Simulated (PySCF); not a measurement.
Isomers of C6H9N3 and their computed core-level spectra.

Computed, not measured: delta-SCF UKS SCAN, pcX-2 on the ionised atom, pcseg-1 elsewhere, spin-free X2C in PySCF 2.14.0. Geometries: PBE0-D3(BJ)/def2-SVP; isolated species, one conformer each.

Line lists (1s up to Mg, 2p3/2 beyond; areas count atoms within a level, one atom standing for each set equivalent by bonding):
1. C 1s: 290.51 (area 2), 290.87 (area 1), 290.95 (area 1), 290.97 (area 1), 291.00 (area 1) eV; N 1s: 405.19 (area 1), 405.31 (area 1), 407.36 (area 1) eV
2. C 1s: 290.82 (area 1), 291.13 (area 1), 291.17 (area 1), 291.27 (area 1), 292.01 (area 1), 292.15 (area 1) eV; N 1s: 405.33 (area 1), 405.36 (area 1), 406.38 (area 1) eV
3. C 1s: 290.73 (area 1), 290.90 (area 1), 290.95 (area 1), 291.11 (area 1), 291.16 (area 1), 292.39 (area 1) eV; N 1s: 404.78 (area 1), 405.70 (area 1), 406.93 (area 1) eV

Structures:
A. `Cc1n[nH]nc1C1CC1`
B. `CCc1cc(C)nnn1`
C. `C=CCn1cc(C)nn1`

Question: Which list belongs to which compound?

Answer: 
- 1 = A: no other candidate has these counts of sites. C 1s: 290.51 three-membered-ring carbon (×2), 290.87 benzylic-type carbon, 290.95 substituted aromatic carbon, 290.97 benzylic-type carbon, 291.00 substituted aromatic carbon; N 1s: 405.19 pyridine-type nitrogen, 405.31 pyridine-type nitrogen, 407.36 pyrrole-type nitrogen.
- 2 = B: another candidate has the same counts of sites, so positions decide. C 1s: 290.82 methyl carbon, 291.13 aromatic CH carbon, 291.17 benzylic-type carbon, 291.27 benzylic-type carbon, 292.01 substituted aromatic carbon, 292.15 substituted aromatic carbon; N 1s: 405.33 pyridine-type nitrogen, 405.36 pyridine-type nitrogen, 406.38 pyridine-type nitrogen.
- 3 = C: another candidate has the same counts of sites, so positions decide. C 1s: 290.73 terminal =CH2 carbon, 290.90 benzylic-type carbon, 290.95 substituted aromatic carbon, 291.11 alkene CH carbon, 291.16 aromatic CH next to a ring nitrogen, 292.39 sp3 carbon bound to nitrogen; N 1s: 404.78 pyridine-type nitrogen, 405.70 pyridine-type nitrogen, 406.93 pyrrole-type nitrogen.
